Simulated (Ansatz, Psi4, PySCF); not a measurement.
Pair of molecules: NH3 (SMILES N) (first 4 atoms) with PH3 (SMILES P); geometry from B3LYP-D3(BJ)/def2-TZVP, rigid monomers moved along the line of their centres of mass till N1···P5 is 3.71 Å.
(charge 0, multiplicity 1):
```xyz
8

N     -0.0643    -0.1165     0.0765
H     -0.9063    -0.6806     0.0766
H     -0.3421     0.8358    -0.1314
H      0.5202    -0.4387    -0.6864
P     -0.0792     0.5258     3.7272
H      1.1663     1.0260     3.2794
H      0.2797     0.5981     5.1026
H      0.3084    -0.8290     3.6003
```

Interaction energies are E(AB) − E(A) − E(B) at the monomers' geometry in the complex; basis-set methods are counterpoise corrected. Rows marked so take none.

Correlated levels freeze the cores. CBS: X⁻³ extrapolation of the correlation energy, Hartree–Fock from the larger set. Rows in 6-31G* carry no dispersion term and start afresh at each structure (6-31G* with six Cartesian d functions). MP2/6-31G* freezes PySCF's default core.

The values were computed with Ansatz (a first-principles code) with Gaussian orbitals; Psi4 for SAPT; PySCF for 6-31G* rows, the dispersion terms. Values without a source in brackets are computed.

| level | interaction energy (kcal/mol) |
|---|---|
| PBE/def2-TZVPPD | -1.07 |
| PBE-D4/def2-TZVPPD | -1.65 |
| r2SCAN-D3(BJ)/def2-TZVPPD | -1.44 |
| B3LYP/6-31G* (no counterpoise) | -1.80 |
| B3LYP-D3(BJ)/def2-TZVPPD | -1.40 |
| MP2/6-31G* (no counterpoise) | -2.08 |
| MP2/aug-cc-pV(T+d)Z | -1.37 |
| CCSD(T)/CBS(aug-cc-pV(D+d)Z, aug-cc-pV(T+d)Z) | -1.40 |
| SAPT0/jun-cc-pV(D+d)Z | ___ |

**Question.** Complete the blanks.

**Answer.** 
- SAPT0/jun-cc-pV(D+d)Z, interaction energy (kcal/mol): -1.29
